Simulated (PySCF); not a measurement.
C₆H₈O₂SSi.
Z-matrix (Å and degrees, GFN2-xTB geometry), rows numbered from 1:
```
O 
C   1  1.2274
C   2  1.4775  1  121.62
Si  3  1.9328  2  105.59  1   -66.80
O   4  1.6120  3  106.82  2    42.58
C   2  1.4591  1  119.99  3  -175.71
C   6  1.3732  2  125.82  1    -3.04
C   7  1.4041  6  113.17  2   179.91
C   8  1.3622  7  112.34  6    -0.14
S   9  1.7115  8  112.54  7     0.28
H   3  1.0882  2  109.19  1    47.39
H   3  1.0846  2  113.01  1   169.59
H   4  1.4620  3  108.18  2   -76.56
H   4  1.4569  3  108.33  2   159.62
H   5  0.9667  4  117.34  3   -11.29
H   7  1.0752  6  122.04  2    -0.28
H   8  1.0753  7  123.99  6   179.87
H   9  1.0724  8  128.12  7  -179.69
```

Definitions: NICS(0) = −σiso at the ring centroid; NICS(1) = −σiso and NICS(1)zz = −σzz at ±1 Å along the ring normal z. Level: GIAO PBE0/pcSseg-1 (PySCF, non-relativistic, gas phase) on the GFN2-xTB geometry, one conformer.

Ring bond lengths (Å), with Mayer bond orders in brackets: C6–C7 1.373 (1.49), C7–C8 1.404 (1.31), C8–C9 1.362 (1.53), C9–S10 1.712 (1.20), S10–C6 1.736 (1.12).

Problem. Give the NICS values of each ring in ppm.

Solution. 
```
           ring                                               type  NICS(0)  NICS(1), two faces  NICS(1)zz, two faces  rms pucker (Å)  centre to ring atoms, mean (Å)
C6–C7–C8–C9–S10  5-membered ring with S; formal bonds all aromatic    -11.8       -11.2 / -11.2         -25.4 / -25.8            0.00                            1.29
```

Problem. What do they say, and how far can they be read as aromaticity?

Solution. 
- C6–C7–C8–C9–S10: mean NICS(1)zz -25.6 ppm, shielded. The ring is flat and has no four-coordinate atom; by the NICS criterion it is aromatic.

Problem. And the bond-length index? HOMA = 1 − mean of α(R − Ropt)² over the ring bonds, with Krygowski's 1993 parameters (CC: Ropt 1.388 Å, α 257.7 Å⁻²; CS: Ropt 1.677 Å, α 94.09 Å⁻²).

Solution. 
- C6–C7–C8–C9–S10: HOMA 0.85; the largest term is that of S10–C6, α(R − Ropt)² = 0.33. The geometric and the magnetic index point the same way.

Problem. List the ring angles and the Hirshfeld charges of the ring atoms.

Solution. 
- C6–C7–C8–C9–S10: C6 110.8° (-0.048 e), C7 113.2° (-0.046 e), C8 112.3° (-0.063 e), C9 112.5° (-0.064 e), S10 91.2° (+0.134 e); sum 540.0° against 540° for a flat convex ring.
